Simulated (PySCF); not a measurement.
**Pb(IV) with more and more NH2**

Computed with PySCF 2.14.0, PBE0, def2-SVP on the ligands, density fitting, scalar-relativistic core potentials, no spin-orbit coupling, vacuum. The metal has def2-SVP with ECP60. Each complex is relaxed within the symmetry of its template. Distances are means of the shortest metal–ligand contacts, charges and spins Mulliken's; removal energies are rigid, with the ligand's formal charge and no counterpoise, so too large; for an anion taken off a cation in vacuum most of it is the attraction of opposite charges, and multiply charged cations can part far more cheaply with an electron moved from ligand to metal.

| complex | point group | M–NH2 (Å) | charge on M (e) | HOMO–LUMO gap (eV) | removal of one NH2 (eV) | strongest infrared band, degenerate modes summed (cm⁻¹) | unstable modes (below −25 cm⁻¹) |
| --- | --- | --- | --- | --- | --- | --- | --- |
| [Pb(NH2)2]2+ | C2 | 2.086 | 1.37 | 3.85 | 28.12 | 3332 | 0 |
| Pb(NH2)4 | S4 | 2.154 | 0.74 | 5.42 | 11.03 | – | 1 (soft) |

What does the calculation give for [Pb(NH2)3]+?

point group: C3h, M–NH2 (Å): 2.142, charge on M (e): 0.99, HOMO–LUMO gap (eV): 4.68, removal of one NH2 (eV): 17.53, unstable modes (below −25 cm⁻¹): 3.
```xyz
10

Pb    0.0000    0.0000    0.0000
N     2.1309    0.2181    0.0000
H     2.4823   -0.3070    0.8124
H     2.4823   -0.3070   -0.8124
N    -1.2543    1.7363    0.0000
H    -0.9753    2.3033    0.8124
H    -0.9753    2.3033   -0.8124
N    -0.8766   -1.9544    0.0000
H    -1.5070   -1.9963    0.8124
H    -1.5070   -1.9963   -0.8124
```

The more ligands, the longer each bond and the weaker the last ligand is held.

Members with unstable modes aren't minima as they stand: saddle points kept by symmetry or, where the modes are soft, flat surfaces and noise. Moved off a saddle point of the template and relaxed again: [Pb(NH2)2]2+, [Pb(NH2)3]+, Pb(NH2)4. One start shape was tried for each, so a minimum needn't be the lowest isomer.
